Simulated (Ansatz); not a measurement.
Geometry optimisation, Ansatz 0.2.0, RKS PBE/def2-SVP.

The input (input.yaml):

```yaml
crystal:
  periodic: [false, false, false]
  atoms:
    - { symbol: O, position_ang: [-1.96, -0.1316, 1.4495] }
    - { symbol: C, position_ang: [-0.8895, 0.6633, 1.0731] }
    - { symbol: Al, position_ang: [0.5211, -0.5254, 0.3535] }
    - { symbol: C, position_ang: [1.3171, -0.2554, -1.4858] }
    - { symbol: F, position_ang: [0.5836, 0.7841, -2.0939] }
    - { symbol: H, position_ang: [-2.4678, -0.3176, 0.5915] }
    - { symbol: H, position_ang: [-1.1276, 1.4322, 0.3147] }
    - { symbol: H, position_ang: [-0.4549, 1.2041, 1.9647] }
    - { symbol: H, position_ang: [1.1501, -1.6754, 1.3259] }
    - { symbol: H, position_ang: [2.3322, -0.0467, -1.4202] }
    - { symbol: H, position_ang: [-0.24528, -1.06943, -0.86646] }
basis:
  gaussian: { orbitals: def2-SVP }
hamiltonian:
  xc: pbe
relax:
  f_tol: 0.02
  max_steps: 50
```

Command:

```bash
$ ansatz run input.yaml --threads 2 --pin off --max-ram 3072MiB --backend cpu --events-out ev --progress --plain --runs-dir out
```

Problem. Where does it end, and by what steps?

Solution. It converged. After 29 steps the energy has fallen by 4.928 eV; H11 moved furthest, 1.38 Å. Parted: Al3–H11 (1.54 → 2.69 Å). Joined: O1–Al3 (2.74 → 2.01 Å), C4–H11 (1.87 → 1.11 Å).

| step | energy less start (eV) | largest force component (eV/Å) | accepted |
| --- | --- | --- | --- |
| 0 | 0.0000 | 4.221 | yes |
| 2 | -2.0330 | 2.290 | yes |
| 4 | -2.5789 | 1.723 | yes |
| 6 | -3.3089 | 1.723 | yes |
| 8 | -4.1067 | 0.974 | yes |
| 10 | -4.3045 | 0.461 | yes |
| 12 | -4.3580 | 0.172 | yes |
| 14 | -4.3887 | 1.413 | yes |
| 16 | -4.5933 | 0.757 | yes |
| 18 | -4.7470 | 0.493 | yes |
| 20 | -4.7947 | 0.426 | yes |
| 22 | -4.8570 | 0.464 | yes |
| 24 | -4.9153 | 0.485 | yes |
| 26 | -4.9273 | 0.063 | yes |
| 28 | -4.9279 | 0.029 | yes |
| 29 | -4.9280 | 0.013 | yes |

```xyz
11
Properties=species:S:1:pos:R:3
O -1.478 -0.179 0.712
C -0.664 0.956 1.322
Al 0.504 -0.520 0.798
C 0.746 -0.445 -1.206
F -0.426 0.234 -1.698
H -1.547 0.029 -0.254
H -0.805 1.880 0.729
H -1.038 1.096 2.352
H 1.061 -1.681 1.740
H 1.625 0.129 -1.575
H 0.780 -1.436 -1.713
```

Time of the run: 71 s on 2 threads of Intel(R) Xeon(R) Platinum 8488C (Sapphire Rapids), on a shared host, peak memory 0.17 GiB.
